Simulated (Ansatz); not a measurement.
`FC[SiH2]BS` and `B[SiH2]CF` differ in one atom or group.

Ansatz, PBE0-D4/def2-TZVP geometries, multiplicity 1. Each molecule was computed in one conformer, which needn't be the lowest.

| property | `FC[SiH2]BS` |
| --- | --- |
| LUMO energy (PBE0/def2-TZVPP) / eV | -1.94 |
| HOMO energy (PBE0/def2-TZVPP) / eV | -8.20 |
| size of the dipole moment (PBE/def2-TZVPP) / D | 2.83 |
| LUMO energy (ωB97M-V/def2-TZVPP) / eV | 0.05 |
| HOMO–LUMO gap (PBE/def2-TZVPP) / eV | 3.96 |
| LUMO energy (PBE/def2-TZVPP) / eV | -2.83 |

(1) Give the same properties after the change, and the shifts. (Best estimate.)

## Answers

(1) The calculation gave: 
```json
{"property": "LUMO energy (PBE0/def2-TZVPP) / eV", "`B[SiH2]CF`": "-2.62", "shift": "-0.68"}
{"property": "HOMO energy (PBE0/def2-TZVPP) / eV", "`B[SiH2]CF`": "-8.31", "shift": "-0.11"}
{"property": "size of the dipole moment (PBE/def2-TZVPP) / D", "`B[SiH2]CF`": "1.70", "shift": "-1.13"}
{"property": "LUMO energy (ωB97M-V/def2-TZVPP) / eV", "`B[SiH2]CF`": "-0.66", "shift": "-0.71"}
{"property": "HOMO–LUMO gap (PBE/def2-TZVPP) / eV", "`B[SiH2]CF`": "3.27", "shift": "-0.69"}
{"property": "LUMO energy (PBE/def2-TZVPP) / eV", "`B[SiH2]CF`": "-3.63", "shift": "-0.80"}
```

With PBE0 the HOMO falls by 0.11 eV and the LUMO falls by 0.68 eV, so the gap narrows by about 0.57 eV. PBE moves the HOMO by -0.11 eV and ωB97M-V by -0.14 eV. Dipoles are sizes alone; their direction can turn.
